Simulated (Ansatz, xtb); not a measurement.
# Isomers of FGeH5SiTe in order of energy

10 gas-phase structures of FGeH5SiTe, found in a search over its isomers (lower ones may exist). Each was relaxed with GFN2-xTB; where two conformers were screened, the lower at r2SCAN-D4/def2-SVP is listed:

A. `F[SiH2][GeH2][TeH]`, a singlet
B. a singlet given by its coordinates
C. `[F][GeH2][SiH2][TeH]`, a singlet
D. `F[Si@H]([GeH3])[TeH]`, a singlet
E. `F[SiH2][GeH-][TeH2+]`, a singlet
F. `[F][Ge@H]([SiH3])[TeH]`, a singlet
G. `[F][Ge-]([SiH3])[TeH2+]`, a singlet
H. `[F][GeH2][Te][SiH3]`, a singlet
I. `F[SiH2][Te][GeH3]`, a singlet
J. a singlet given by its coordinates

B (Å):

```
atom    x (Å)    y (Å)    z (Å)
   F   2.2692  -1.8178   2.0442
  Ge  -0.3780   1.0469  -1.2680
  Si   1.2083  -0.7150   1.5416
  Te   1.9307  -0.1617  -0.7824
   H   1.4190   0.4239   2.4128
   H  -0.0756  -1.3786   1.6828
   H   1.5024  -1.6713  -1.2925
   H   0.2024   2.1331  -0.2397
   H   0.3475   1.8493  -2.4314
```

Close contacts (Å): F1–Si3 1.61, Ge2–Te4 2.65, Si3–Te4 2.50, Ge2–H8 1.60, Ge2–H9 1.59, Si3–H5 1.45, Si3–H6 1.45, Te4–H7 1.65.

J (Å):

```xyz
9

F    -2.6032    2.5303    1.1477
Ge   -1.4846    3.2936    2.4637
Si   -0.8388    0.5850   -0.1167
Te    0.6193    1.6954    1.6390
H    -0.7758    4.2901    1.3274
H     0.4450    0.4017    2.6514
H    -1.0648    1.5972   -1.1347
H    -2.0394    0.0103    0.4710
H    -0.0053   -0.4945   -0.6579
```

Close contacts (Å): F1–Ge2 1.89, Ge2–Te4 2.77, Si3–Te4 2.54, Ge2–H5 1.67, Si3–H7 1.45, Si3–H8 1.46, Si3–H9 1.47, Te4–H6 1.65.

Task: Estimate their order in r2SCAN-D4/def2-SVP energy at these geometries, lowest first.

Result: Calculated order at r2SCAN-D4/def2-SVP: I (0.0), A (12.1), D (13.1), H (13.6), F (25.4), C (27.6), B (39.1), J (41.3), E (47.0), G (55.4) kcal/mol. Less than 1 kcal/mol parts D and H, so the order within that pair means little.

Energies above the lowest of each column, in kcal/mol; the last columns are at PBE0-D3(BJ)/def2-SVP geometries and were run for some of them only (a dash: not run or not comparable):

| structure | GFN2-xTB | HF/STO-3G | r2SCAN-D4/def2-SVP | PBE0-D3(BJ)/def2-SVP | CCSD(T)/def2-SVP + ΔMP2/def2-TZVPP |
| --- | --- | --- | --- | --- | --- |
| I | 0.0 | 0.0 | 0.0 | 0.0 | 0.0 |
| A | 5.3 | 14.8 | 12.1 | 12.3 | – |
| D | 17.5 | 15.9 | 13.1 | 11.3 | 12.6 |
| H | 4.8 | 12.9 | 13.6 | 13.9 | – |
| F | 9.4 | 31.1 | 25.4 | – | – |
| C | 22.2 | 31.2 | 27.6 | – | – |
| B | 7.7 | 91.4 | 39.1 | – | – |
| J | 2.1 | 92.7 | 41.3 | – | – |
| E | 12.5 | 110.5 | 47.0 | – | – |
| G | 18.6 | 108.5 | 55.4 | – | – |

Every level run on I puts it lowest or level with the lowest. Some further structures that were screened fall inside this span and aren't listed. Flexible structures stand in one conformer each, not always the lowest. Frequencies (PBE0-D3(BJ)/def2-SVP) were run for D, I alone. Atoms past krypton carry core potentials in the def2 sets, without spin–orbit terms. ΔMP2 is the change of the MP2 energy from the smaller to the larger basis.

Over these structures GFN2-xTB departs from r2SCAN-D4/def2-SVP by 14.4 kcal/mol on average once a common shift is removed. A GFN2-xTB relaxation took about 0.1 s and the r2SCAN-D4/def2-SVP energy about 1.2 s on a shared host (Ansatz 0.2.0, xtb 6.7.1).
